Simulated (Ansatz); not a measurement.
A nudged elastic band was laid between two geometries of CH₈ClPSi₂ (13 atoms, charge 0, multiplicity 1).

All numbers below come from RKS PBE-D4/cc-pVDZ (Ansatz).

```yaml
movable_images: 5
climbing_image: yes
spring: 5.0 eV/Å²
optimiser: quadratic models (default)
start_path: IDPP
force_threshold: 0.05 eV/Å
iteration_limit: 60
end_points: relaxed
```

Initial state:

```xyz
13
Properties=species:S:1:pos:R:3
P -0.628 2.645 1.692
Si -0.979 1.055 0.071
Si 0.697 -0.597 0.077
C 0.334 -2.014 -1.166
Cl 0.101 -1.327 -2.831
H -0.301 1.665 2.706
H 0.762 2.819 1.325
H -2.330 0.429 0.335
H -1.038 1.773 -1.255
H 2.029 0.024 -0.273
H 0.800 -1.206 1.460
H 1.167 -2.742 -1.223
H -0.594 -2.560 -0.903
```

Final state:

```xyz
13
Properties=species:S:1:pos:R:3
P -0.028 2.572 1.678
Si -0.617 1.109 0.008
Si 0.917 -0.680 0.032
C 0.315 -2.086 -1.126
Cl 0.016 -1.425 -2.791
H -0.492 1.681 2.719
H -1.291 3.278 1.627
H -2.022 0.565 0.156
H -0.524 1.854 -1.301
H 2.282 -0.225 -0.421
H 1.038 -1.255 1.429
H 1.064 -2.897 -1.224
H -0.638 -2.526 -0.772
```

**Question.** Which bonds break or form, and what moves?

**Answer.** No bond is made or broken. The height of P1 over the plane of its neighbours goes from 0.89 to -0.89 Å.

**Question.** Give the energies along the band, and the barrier.

**Answer.** The run converged. The highest image is number 3 of 0 to 6, 104.3 kJ/mol above the first end and 102.4 kJ/mol above the last; the last end lies 1.9 kJ/mol above the first. A vibrational analysis at the climbing image gives one clearly imaginary mode, 707i cm⁻¹: a first-order saddle point.

```csv
image,path coordinate (Å),energy (kJ/mol),height of P1 over the plane of its neighbours (Å)
0,0.00,0.0,0.89
1,0.98,2.5,0.88
2,1.95,6.4,0.88
3,2.93,104.3,0.03
4,3.46,36.5,-0.55
5,3.99,4.8,-0.84
6,4.52,1.9,-0.89
```

**Question.** What is the geometry of the highest image?

**Answer.** 
```xyz
13
Properties=species:S:1:pos:R:3
P -0.118 2.233 1.731
Si -0.667 1.160 -0.115
Si 0.754 -0.716 -0.040
C -0.022 -2.137 -1.069
Cl -0.408 -1.509 -2.730
H 0.511 1.573 2.811
H -0.265 3.620 1.967
H -2.122 0.746 -0.201
H -0.365 2.051 -1.294
H 2.104 -0.370 -0.614
H 0.927 -1.190 1.388
H 0.663 -2.999 -1.193
H -0.971 -2.497 -0.625
```

**Question.** What are the harmonic wavenumbers there?

**Answer.** 707i, 32, 51, 85, 103, 149, 229, 363, 407, 477, 492, 502, 593, 614, 640, 691, 726, 749, 803, 879, 909, 991, 1064, 1131, 1358, 2096, 2121, 2144, 2161, 2473, 2519, 3008, 3079 cm⁻¹.

The band took 22 iterations and of the order of 9 core-minutes.

Run time: 4.8 min on 2 threads of Arm Neoverse V2 (shared host), peak memory 0.2 GiB.
